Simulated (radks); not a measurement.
Q: These are the eigenvalues of the occupied orbitals of an atom or ion with whole-number occupations (eV). All-electron calculation, Dirac Kohn-Sham, LDA (Slater exchange, Perdew-Wang correlation), spin-unpolarised, spherical densities, point nucleus. Program: a radial shooting solver on a logarithmic mesh with Libxc functionals.

1s1/2: -1539.796
2s1/2: -142.0015
2p1/2: -104.5117
2p3/2: -104.0641

Which element is it, and in what charge state? The configuration may be excited. Open shells, if any, fill j = l - 1/2 first.

A: Z = 13, aluminium, charge +3: Al3+ in [Ne]. The list shows which subshells hold electrons but not how many an open one holds; the 1s level, -56.586 hartree, gives Z - s = 10.6 by -(Z - s)^2/2, which with screening and relativity narrows Z to a few neighbours, and the depths of the outer levels then fix element, charge and occupations together.
